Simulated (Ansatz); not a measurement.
PBE exchange is replaced step by step with exact exchange (0 % is PBE, 25 % PBE0; no dispersion term), basis def2-SVP, Ansatz. System: GeMe2(NEt2)2 (C₁₀H₂₆GeN₂). Charge 0, multiplicity 1. Geometry: PBE-D4/def2-SVP.

Geometry of the singlet:

Cartesian coordinates in Å:
```
Ge 0.7375 -0.8185 0.0901
C 2.3096 -0.7623 1.2732
H 2.3304 -1.6265 1.9670
H 2.3234 0.1710 1.8692
H 3.2257 -0.7925 0.6511
C 0.6495 -2.5066 -0.9174
H -0.2126 -2.5050 -1.6126
H 0.5208 -3.3427 -0.2024
H 1.5745 -2.6862 -1.5011
N 0.7129 0.5570 -1.1584
C 0.5713 1.9312 -0.7043
C 1.8931 2.6998 -0.5677
C 0.9123 0.3520 -2.5839
C -0.3788 0.4110 -3.4126
H 0.0461 1.9186 0.2770
H -0.1086 2.4911 -1.3915
H 2.5522 2.2271 0.1895
H 2.4510 2.7217 -1.5274
H 1.7176 3.7524 -0.2616
H 1.6369 1.1024 -2.9839
H 1.4026 -0.6308 -2.7508
H -1.0757 -0.3996 -3.1152
H -0.9085 1.3753 -3.2663
H -0.1692 0.3065 -4.4985
N -0.7564 -0.5439 1.1569
C -2.0586 -0.3850 0.5290
C -2.9214 -1.6542 0.5237
C -0.7143 -0.4978 2.6091
C -0.7275 0.9207 3.1959
H -1.8991 -0.0386 -0.5170
H -2.6246 0.4407 1.0248
H -2.4303 -2.4663 -0.0511
H -3.0929 -2.0320 1.5534
H -3.9164 -1.4637 0.0697
H -1.5701 -1.0758 3.0342
H 0.1922 -1.0292 2.9699
H 0.1765 1.4850 2.8866
H -1.6123 1.4930 2.8472
H -0.7587 0.9009 4.3061
```

```csv
exact exchange (%),HOMO (eV),LUMO (eV),gap (eV)
0,-4.31,0.38,4.69
5,-4.57,0.55,5.12
10,-4.83,0.71,5.55
15,-5.09,0.88,5.98
25,-5.62,1.22,6.84
35,-6.16,1.55,7.71
50,-6.99,2.04,9.03
```
